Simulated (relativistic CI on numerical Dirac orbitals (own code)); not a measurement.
Transition arrays of Rh²⁵⁺

These numbers are calculated, not measured: Dirac-Coulomb-Breit CI, KLI orbitals optimised for each configuration, model QED (radiative potential, 1s self-energy scaled to tabulated hydrogen-like ionisation energies), valence Slater integrals scaled by 0.9, whole transition arrays (own radial code, finite nucleus).

Configuration list (outside the closed core [Ne] 3s2): 3p6 3d2, 3p6 3d 4f, 3p5 3d3, 3p6 3d 4p, 3p6 3d 5f. Levels of other configurations are missing.

All E1 lines from the levels of 3p6 3d2; mean and standard deviation are weighted by gf, and upper levels are sorted by their leading configuration.

```
Upper configuration  Lines   Σgf  Mean (eV)  Mean (nm)  σ (eV)  Strongest line (nm)
          3p6 3d 4f     81  76.8     672.02      1.845    4.87                1.843
            3p5 3d3    466  63.8     189.53      6.542   15.15                6.253
          3p6 3d 4p     60   3.0     553.94      2.238    4.63                2.236
          3p6 3d 5f     81  19.5     887.49      1.397    5.08                1.400
```

Σgf per state of the lower configuration in bins of 0.2 nm over the central range (centre: value): 1.3: 0.31, 1.5: 0.12, 1.9: 1.71, 2.3: 0.07, 5.9: 0.05, 6.1: 0.33, 6.3: 0.39, 6.5: 0.15, 6.7: 0.13, 6.9: 0.09, 7.1: 0.07, 7.3: 0.05, 7.5: 0.02, 7.7: 0.05.

**Question.** How do configuration mixing and the scaling of the Slater integrals move the arrays?

**Answer.** Slater scale 0.9, no configuration mixing: 3p6 3d 4f 671.8 ± 4.8 eV (Σgf 72.6), 3p5 3d3 189.6 ± 15.1 eV (Σgf 65.5), 3p6 3d 4p 554.0 ± 4.5 eV (Σgf 3.3), 3p6 3d 5f 887.4 ± 5.1 eV (Σgf 16.8); Slater scale 1: 3p6 3d 4f 672.4 ± 5.2 eV (Σgf 77.4), 3p5 3d3 192.8 ± 15.8 eV (Σgf 64.7), 3p6 3d 4p 554.0 ± 5.0 eV (Σgf 3.0), 3p6 3d 5f 887.6 ± 5.5 eV (Σgf 19.7); Slater scale 0.8: 3p6 3d 4f 671.7 ± 4.5 eV (Σgf 76.2), 3p5 3d3 186.3 ± 14.5 eV (Σgf 62.9), 3p6 3d 4p 553.9 ± 4.3 eV (Σgf 3.0), 3p6 3d 5f 887.4 ± 4.7 eV (Σgf 19.3). With mixing, levels are counted to their leading configuration, so an array can shrink or vanish into another, and the sums then hold other lines.
